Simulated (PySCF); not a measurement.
Geometry (Å), atoms numbered from 1 in this order:
```xyz
18

C    -3.1109   -0.3366    0.0155
C    -1.8089   -0.5288    0.1160
C    -0.7802    0.2980   -0.5750
C     0.1694   -0.5181   -1.4835
Si    1.6975    0.4130   -0.8042
P     3.1807   -0.8798    0.2550
C     0.2565    0.9563    0.3643
F     0.3411    0.3204    1.5917
H    -3.5229    0.4575   -0.5865
H    -3.8208   -0.9633    0.5276
H    -1.4154   -1.3278    0.7302
H    -1.2623    1.0897   -1.1530
H     0.1574   -1.5743   -1.2150
H    -0.0781   -0.4442   -2.5388
H     2.1560    1.5242   -1.6531
H     3.5637    0.1048    1.1530
H     4.2223   -0.5877   -0.6129
H     0.0461    2.0031    0.5924
```

Theoretical values (PySCF 2.14): σ from GIAO-PBE0/pcSseg-1, geometry: GFN2-xTB. Averaged over atoms made equivalent by symmetry, fast rotation or ring inversion, isolated molecule, one conformer, non-relativistic.

Chemical shifts δ = σref − σ; $^{13}$C, $^{1}$H, $^{29}$Si against TMS; $^{31}$P vs H3PO4; $^{19}$F against CFCl3, all at this level.

| atoms | nucleus | count | δ (ppm) |
| --- | --- | --- | --- |
| H9 | $^{1}$H | 1 | 5.28 |
| P6 | $^{31}$P | 1 | -311.6 |
| C4 | $^{13}$C | 1 | 21.7 |
| C3 | $^{13}$C | 1 | 50.8 |
| H14 | $^{1}$H | 1 | 1.72 |
| C1 | $^{13}$C | 1 | 120.0 |
| H16/H17 | $^{1}$H | 2 | ? |
| H13 | $^{1}$H | 1 | 1.53 |
| Si5 | $^{29}$Si | 1 | -15.0 |
| H15 | $^{1}$H | 1 | ? |
| H10 | $^{1}$H | 1 | ? |
| H18 | $^{1}$H | 1 | 5.12 |
| C7 | $^{13}$C | 1 | 96.6 |
| H12 | $^{1}$H | 1 | ? |
| H11 | $^{1}$H | 1 | 6.57 |
| F8 | $^{19}$F | 1 | -263.2 |
| C2 | $^{13}$C | 1 | ? |

Q: Estimate the values marked ?.

A: 
- C2: 148.7 ppm, alkene CH; an sp2 carbon of a C=C bond
- H15: 5.45 ppm, hydrogen on a silicon bonded to 2 C, P, in a 4-membered ring
- H10: 5.27 ppm, hydrogen on a terminal =CH2 carbon; olefinic region
- H12: 3.08 ppm, hydrogen on an allylic sp3 CH; allylic position
- H16/H17: 1.36 ppm, hydrogen on a phosphorus bonded to Si

Shifts are as computed. Against solution values, carbons near 30 ppm lie about +3 ppm off and those near 130 ppm about +5 ppm. Of 1309 compounds with measured shifts, 239 miss one by over three times the rms of a fit or turn the order of signals round; such compounds aren't used in these exercises. Unscaled 19F shifts against computed CFCl3 carry errors that often reach 10 to 50 ppm. Experimental scales use liquid or dissolved standards, which lie at an offset from isolated H3PO4.
